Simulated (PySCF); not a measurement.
Identify the unknown among the candidates.

All candidates are C6H12BP.

| technique | computed result |
| --- | --- |
| Rotational structure | rotational constants A, B, C: 2.696, 1.352, 1.239 GHz [PBE0-D3(BJ)/def2-SVP] |
| Valence photoelectron | vertical ionisation energy: 9.22 eV [ΔSCF CAM-B3LYP/def2-SVPD] |
| UV, strongest line | among the 10 lowest singlet transitions: S9 at 7.39 eV (168 nm, f = 0.296) [TDDFT CAM-B3LYP/def2-SVPD] |
| 13C NMR | chemical shifts (computed TMS as zero) by class: 135.5 (2 C), 120.0 (2 C), 34.5 (1 C), 20.0 (1 C) ppm [GIAO KT2/pcSseg-1] |
| Triplet | lowest triplet excitation (Tamm–Dancoff): 4.15 eV [TDA CAM-B3LYP/def2-SVPD] |
| XPS | P2p3/2 137.0, B1s 192.7, C1s 290.5 (×2), C1s 290.7, C1s 290.9 (×2), C1s 291.4, P1s 2150.7 eV [ΔSCF SCAN, pcX-2 on the ionised atom, pcseg-1 elsewhere, spin-free X2C, 2p3/2 from a spin–orbit splitting computed afterwards within the 2p shell] |
| 1H NMR | chemical shifts (computed TMS as zero) by class: 6.30 (2 H), 5.87 (2 H), 3.12 (1 H), 3.09 (1 H), 1.34 (3 H), 1.01 (3 H) ppm [GIAO KT2/pcSseg-1] |
| UV, first state | lowest singlet excitation: 5.81 eV (213 nm, f = 0.001) [TDDFT CAM-B3LYP/def2-SVPD] |

Electronic properties: PySCF, gas phase, density fitting. Levels stand in brackets. Geometry: PBE0-D3(BJ)/def2-SVP; no solvent, vibrations or thermal averaging. NMR values are class means; diastereotopic atoms form classes of their own.

Question: Which candidate is it?
A. `[BH3-][P+]1(C)C=CCC=C1`
B. `[BH3-][P+]1(C#CC)CCC1`
C. `[BH3-][P+]1(CC#C)CCC1`

Answer: A. It is `[BH3-][P+]1(C)C=CCC=C1`. Numbering: `[BH3-:1][P+:2]1([CH3:3])[CH:4]=[CH:5][CH2:6][CH:7]=[CH:8]1`. 6 carbons fall into 4 classes; from least to most shielded: alkene CH carbon [C5/C7] (135.5 ppm, 2 C), alkene CH carbon [C4/C8] (120.0 ppm, 2 C), allylic carbon [C6] (34.5 ppm), chain sp3 carbon bound to phosphorus [C3] (20.0 ppm). Hydrogen classes from least to most shielded: 2 H on 2 alkene CH carbons, C5/C7 (6.30 ppm), 2 H on 2 alkene CH carbons, C4/C8 (5.87 ppm), 1 H on an allylic carbon, C6 (3.12 ppm), 1 H on an allylic carbon, C6 (3.09 ppm), 3 H on an sp3 carbon bound to phosphorus, C3 (1.34 ppm), 3 H on a four-coordinate boron, B1 (1.01 ppm). The core levels belong to: P2p3/2 137.0 eV, phosphorus bonded to B and 3 C [P2]; B1s 192.7 eV, four-coordinate boron [B1]; C1s 290.5 eV, alkene CH carbon [C4/C8]; C1s 290.7 eV, sp3 carbon bound to phosphorus [C3]; C1s 290.9 eV, alkene CH carbon [C5/C7]; C1s 291.4 eV, allylic carbon [C6]; P1s 2150.7 eV, phosphorus bonded to B and 3 C [P2]. The first electron is taken from the HOMO, whose largest Löwdin shares are 0.17 on the four-coordinate boron, 0.15 on the phosphorus bonded to B and 3 C and 0.10 on each of 2 atoms of one kind (alkene CH carbon). The optimised geometry has point group Cs and is an asymmetric top.

The others, at the same levels:
- `[BH3-][P+]1(CC#C)CCC1` fails: its computed lowest singlet excitation is 6.40 eV (194 nm, f = 0.000) (against 5.81 eV), vertical ionisation energy is 9.80 eV (against 9.22 eV) and lowest triplet excitation (Tamm–Dancoff) is 5.26 eV (against 4.15 eV).
- `[BH3-][P+]1(C#CC)CCC1` fails: its computed lowest singlet excitation is 5.59 eV (222 nm, f = 0.003) (against 5.81 eV), vertical ionisation energy is 9.42 eV (against 9.22 eV) and lowest triplet excitation (Tamm–Dancoff) is 4.87 eV (against 4.15 eV).

Each candidate is one conformer, not necessarily the lowest. Dipoles, sizes and rotational constants follow the conformer. The torsions of the flexible species, by atom-mapped SMILES:
- `[BH3-:1][P+:2]1([CH2:3][C:4]#[CH:5])[CH2:6][CH2:7][CH2:8]1`: B1–P2–C3–C4 179°
